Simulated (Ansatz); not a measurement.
K2I⁺. The state is a singlet with charge 1. Geometry r2SCAN-D4/def2-TZVP, basis def2-TZVP, Ansatz.

```xyz
3

K    -1.4399   -2.4322   -1.5476
K     1.4389    2.4323    1.5483
I     0.0010   -0.0001   -0.0008
```

```json
{"run": "A", "HOMO (eV)": "-9.15", "LUMO (eV)": "-4.37"}
{"run": "B", "HOMO (eV)": "-9.39", "LUMO (eV)": "-4.03"}
{"run": "C", "HOMO (eV)": "-8.34", "LUMO (eV)": "-4.62"}
{"run": "D", "HOMO (eV)": "-8.56", "LUMO (eV)": "-3.75"}
{"run": "E", "HOMO (eV)": "-10.28", "LUMO (eV)": "-3.74"}
{"run": "F", "HOMO (eV)": "-9.00", "LUMO (eV)": "-4.33"}
```

In the def2 sets I takes a core potential; there is no spin–orbit coupling. B3LYP takes the VWN-RPA correlation. HSE06 is defined as in plane-wave codes, on full-range PBE exchange. The structure comes from a short search, and lower isomers may exist.

Task: The runs used B3LYP, BHLYP, HSE06, PBE, PBE0, r2SCAN. Estimate which is which.

Result: A B3LYP (20 % exact exchange); B PBE0 (25 % exact exchange); C PBE (0 % exact exchange); D r2SCAN (0 % exact exchange); E BHLYP (50 % exact exchange); F HSE06 (range-separated). Exact exchange lowers occupied and raises empty levels; among semilocal functionals meta-GGAs tend to open the gap a little, and such runs are hard to tell apart. The gap grows from 3.73 eV (PBE) to 6.54 eV (BHLYP).
